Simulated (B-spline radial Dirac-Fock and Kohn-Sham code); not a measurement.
Model: Dirac-Fock ΔSCF + Breit + QED. Program: a B-spline atomic structure program. Correlation energy is missing from these numbers.

Question: Identify the element and charge state from the binding energies below (tabulated ground configuration; the least bound level is included).

```
level  binding energy (eV)
   1s              54503.0
   2s               9773.9
2p1/2               9301.5
3d5/2               2010.0
4p1/2                978.3
4p3/2                933.7
   4d                789.8
```

Answer: Dy²³⁺: Z = 66 with 43 electrons, [Kr] 4d7. The hydrogen-like estimate √(E/Ry) = 63.3 for the K level lies 2.7 below Z (screening lowers it, relativity raises it); the outermost level, at 789.8 eV, fixes the charge.

Question: An atom or ion in its tabulated ground configuration has these computed binding energies (the last is its least bound level). Which is it?

| level | binding energy (eV) |
| --- | --- |
| 1s | 90786.0 |
| 2p3/2 | 13682.7 |
| 3p1/2 | 3962.2 |
| 4d5/2 | 697.9 |
| 4f7/2 | 409.8 |
| 5p1/2 | 352.3 |
| 5d | 248.6 |

Answer: Bi¹³⁺: Z = 83 with 70 electrons, [Xe] 4f14 5d2. The hydrogen-like estimate √(E/Ry) = 81.7 for the K level lies 1.3 below Z (screening lowers it, relativity raises it); the outermost level, at 248.6 eV, fixes the charge.

Question: Identify the element and charge state from the binding energies below (tabulated ground configuration; the least bound level is included).

| level | binding energy (eV) |
| --- | --- |
| 1s | 59507.4 |
| 3s | 2433.4 |
| 3p1/2 | 2212.7 |
| 3p3/2 | 2005.3 |
| 3d3/2 | 1634.2 |
| 5p | 128.1 |
| 4f | 120.5 |

Answer: Tm⁷⁺: Z = 69 with 62 electrons, [Kr] 4d10 4f11 5s2 5p3. The hydrogen-like estimate √(E/Ry) = 66.1 for the K level lies 2.9 below Z (screening lowers it, relativity raises it); the outermost level, at 120.5 eV, fixes the charge.
